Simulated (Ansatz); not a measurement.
Cost and result for the atomization energy of BrH$_{2}$NSi (`N[Si]Br`) (5 atoms, 4 bonds).

Z-matrix (Å, degrees):
```
N
Si 1 1.700
H 1 1.009 2 120.8
H 1 1.009 2 126.2 3 -180.0
Br 2 2.280 1 98.2 3 180.0
```

The species carries charge 0 and has multiplicity 1. Correlated methods include outer-core shells of Br, which these sets cover unevenly. Scalar relativity is left out up to krypton. Geometry: relaxed with PBE0-D4/def2-TZVP. It is one conformer, not always the lowest. Program: Ansatz. All runs use 4 threads of an Arm Neoverse V1 on a shared host. Times are those of one run each, without the atoms' runs, and a repeat can differ threefold. Electronic energies, without spin–orbit coupling; frozen cores. CCSD(T)/CBS adds CCSD(T) − MP2 in def2-TZVPP to the MP2 limit, and its time is that of the two runs behind it. T1 = 0.011. With those shells the extrapolation isn't a true limit. HSE06 is the plane-wave form, built on full-range PBE exchange.

CCSD(T)/CBS is a level of theory with its own doubt, some kJ/mol a heavy atom from the limit and from the frozen cores, so smaller differences don't rank the functionals.

```
                          level  functions  wall time  atomization (kJ/mol)  difference from CCSD(T)/CBS  per bond
         LDA (SPW92)/def2-TZVPP        149      0.6 s                1846.2                        242.6      60.7
           revPBE-D4/def2-TZVPP        149     0.95 s                1589.6                        -14.0      -3.5
             BLYP-D4/def2-TZVPP        149     0.95 s                1610.9                          7.3       1.8
PBE-D4/def2-TZVPP (with forces)        149      1.1 s                1635.5                         31.9       8.0
               CCSD(T)/def2-SVP         74      1.1 s                1440.2                       -163.4     -40.8
             PBE0-D4/def2-TZVPP        149      1.3 s                1590.5                        -13.1      -3.3
            BHLYP-D4/def2-TZVPP        149      1.3 s                1538.5                        -65.1     -16.3
            HSE06-D4/def2-TZVPP        149      1.4 s                1592.3                        -11.3      -2.8
              B2PLYP/def2-TZVPP        149      2.2 s                1575.8                        -27.8      -6.9
              B97M-V/def2-TZVPP        149      3.9 s                1600.0                         -3.6      -0.9
                 MP2/def2-QZVPP        276        6 s                1606.1                          2.5       0.6
             CCSD(T)/def2-TZVPP        149       14 s                1534.5                        -69.1     -17.3
              CCSD(T)/CBS(def2)          –       20 s                1603.6                          0.0       0.0
```

In def2-TZVPP, CCSD(T) changes the Hartree–Fock value by +474.0 kJ/mol (the triples alone add +33.2 kJ/mol) and MP2 by +504.7 kJ/mol; breaking electron pairs costs correlation energy, which Hartree–Fock lacks. From r2SCAN to r2SCAN0 (25 % exact exchange), in def2-TZVPP and without D4, the atomization energy moves by −36.5 kJ/mol: exact exchange takes away binding that semilocal exchange gives to molecules. Leaving LDA and LC-ωPBE aside and taking each functional with its dispersion term where it has one, the values spread over 97.0 kJ/mol, from BHLYP-D4 to PBE-D4. LDA lies +221.7 kJ/mol from PBE without D4, its usual overbinding.
